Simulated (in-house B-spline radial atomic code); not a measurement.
A radial electron density 4πr²n(r) was computed for an atom or ion in its tabulated ground configuration with an all-electron radial atomic-structure program (B-spline basis); method: non-relativistic Hartree-Fock, average of configuration. Columns: r (bohr), 4πr²n(r) (electrons per bohr), bar.

```
 0.00212    0.672 #
 0.00246   0.8884 #
 0.00286    1.175 ##
 0.00333    1.553 ##
 0.00387    2.038 ###
  0.0045    2.663 ####
 0.00522    3.447 #####
 0.00607    4.451 ######
 0.00706    5.709 ########
  0.0082    7.242 ##########
 0.00953    9.105 #############
  0.0111    11.35 ################
  0.0129    13.91 ###################
   0.015     16.8 #######################
  0.0174    19.87 ############################
  0.0202    23.05 ################################
  0.0235    26.14 ####################################
  0.0273    28.81 ########################################
  0.0317    30.76 ###########################################
  0.0368    31.72 ############################################
  0.0428    31.47 ############################################
  0.0498    29.96 ##########################################
  0.0578     27.5 ######################################
  0.0672    24.56 ##################################
  0.0781    21.92 ##############################
  0.0908    20.36 ############################
   0.105    20.34 ############################
   0.123    21.95 ##############################
   0.142    24.19 ##################################
   0.166    26.18 ####################################
   0.192    26.41 #####################################
   0.224    24.14 #################################
    0.26    19.67 ###########################
   0.302    13.98 ###################
   0.351    8.473 ############
   0.408    4.284 ######
   0.474    1.764 ##
   0.551   0.5692 #
    0.64   0.1402 
   0.744  0.02484 
   0.865 0.003024
```

(1) Which atom or ion is it?
A. Ni19+
B. Co19+
C. Mn19+
D. Fe19+

Results:

(1) B. The area under the curve, ∫4πr²n dr = ∫r·4πr²n d(ln r) on this logarithmic grid, is 8 electrons, which only this option has. The configuration is [He] 2s2 2p4.
